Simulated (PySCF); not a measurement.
# CsN⁺: from constants to spectrum

UHF-CCSD(T) constants of CsN⁺, ⁴Σ⁻ (quartet), unpaired electrons σ ↑, π ↑↑ (PySCF, scalar-relativistic core potentials, basis sets Cs def2-SVPD with ECP46, N def2-SVPD; masses 132.9054 and 14.0031 u):

```
ωe              : 85.6 cm⁻¹
ωexe            : 2.84 cm⁻¹
Be              : 0.10965 cm⁻¹
αe              : 0.00343 cm⁻¹
D (centrifugal) : 7.19e-07 cm⁻¹
De to Cs⁺ + N   : 0.095 eV
```

Give the vibrational terms G(v) and spacings up to v = 3.

G(v) = ωe(v+½) − ωexe(v+½)².

```csv
v,G(v) (cm⁻¹),G(v) − G(v−1),Bv (cm⁻¹)
0,42.1,,0.1079
1,122.0,79.9,0.1045
2,196.2,74.2,0.1011
3,264.8,68.6,0.0976
```

How well does the Morse estimate ωe²/(4ωexe) reproduce De, and what is D0?

It gives 0.080 eV, 84 % of the computed De. D0 = De − G(0) = 0.095 − 0.005 = 0.090 eV.

Correlated steps freeze 1 core orbital. The bond is weak. Basis-set superposition, not corrected here, can be much of De in a small basis, most of all at correlated wavefunction levels. These are scalar-relativistic numbers at best; spin–orbit coupling would shift them, the dissociation energy most. For an ion De counts to the pair picked by the measured ionisation energies or electron affinities, which need not be the lowest pair at this level. The state was picked by a PBE0 search and need not be the measured ground state.
